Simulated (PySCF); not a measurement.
Computed shifts of a molecule C₂H₄ClFSi₂, PySCF with B3LYP/pcSseg-1, GIAO, gas phase, atoms alike by connectivity averaged where their shifts nearly agree, in ppm (number of nuclei): ¹³C: 108.5 (1), 77.8 (1). ²⁹Si: 25.8 (1), -96.2 (1). ¹⁹F: -176.5 (1). ¹H: 6.10 (1), 4.41 (1), 4.24 (1), 2.65 (1). References: ¹³C against TMS (σ = 181.3 ppm); ²⁹Si against TMS (σ = 338.7 ppm); ¹⁹F against CFCl3 (σ = 161.7 ppm); ³⁵Cl against HCl (σ = 933.3 ppm); ¹H against TMS (σ = 31.68 ppm), references at their B3LYP-D3(BJ)/def2-TZVP geometries, non-relativistic (without spin–orbit terms, shifts of atoms bonded to Cl or Br come out too high). Coordinates come from a B3LYP-D3(BJ)/def2-SVP optimisation. Other conformers were not sampled.

### Question
Identify the compound among the candidates.
A) FC1=C(Cl)[SiH2][SiH2]1
B) C#C[SiH2][Si@H](F)Cl
C) C#C[Si@H](F)[SiH2]Cl
D) F[Si@@H]1[SiH2]C=C1Cl

### Answer
B, C#C[SiH2][Si@H](F)Cl
